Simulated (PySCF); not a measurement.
Task: Write Cartesian coordinates for `C[Si@@H]1N[CH2][GeH2]1` as optimised with PBE0-D3(BJ)/def2-SVP.

Result: 
```
atom  x, y, z in Å
C1     2.258    0.341   -0.162
Si2    0.575    0.314    0.670
N3    -0.331   -1.166    0.488
C4    -1.631   -0.931   -0.131
Ge5   -1.375    1.025   -0.486
H6     2.948   -0.365    0.330
H7     2.175    0.058   -1.222
H8     2.707    1.345   -0.099
H9     0.770    0.778    2.087
H10   -0.131   -2.096    0.841
H11   -2.488   -1.115    0.544
H12   -1.794   -1.519   -1.053
H13   -1.280    1.370   -1.985
H14   -2.432    1.939    0.162
```

Any rigid rotation of these coordinates is as good. Atoms count from 1 in this order. The 4-membered ring Si2–N3–C4–Ge5 has internal angles of 74.1° to 111.7°; it is almost planar, 0.03 Å rms from its mean plane, widest ring torsion 5°. Ge5 (germanium bonded to C, Si and 2 H) has angles from 74.1° to 122.4°. N3 (silicon-bound nitrogen) is planar (angles 129.7°, 118.1° and 111.7°, sum 359.5°, 0.05 Å off the plane of its three neighbours). Si2 (SiH silicon) has angles from 77.1° to 121.0°.

Bonds between heavy atoms (Å): C1–Si2 1.877, Si2–N3 1.745, N3–C4 1.459, C4–Ge5 2.004, Si2–Ge5 2.376.

Method: PySCF, PBE0-D3(BJ)/def2-SVP geometry optimisation, gas phase.

Point group: C1 (no symmetry element, even within 0.4 Å). PBE0-D3(BJ)/def2-SVP frequencies: not computed here.
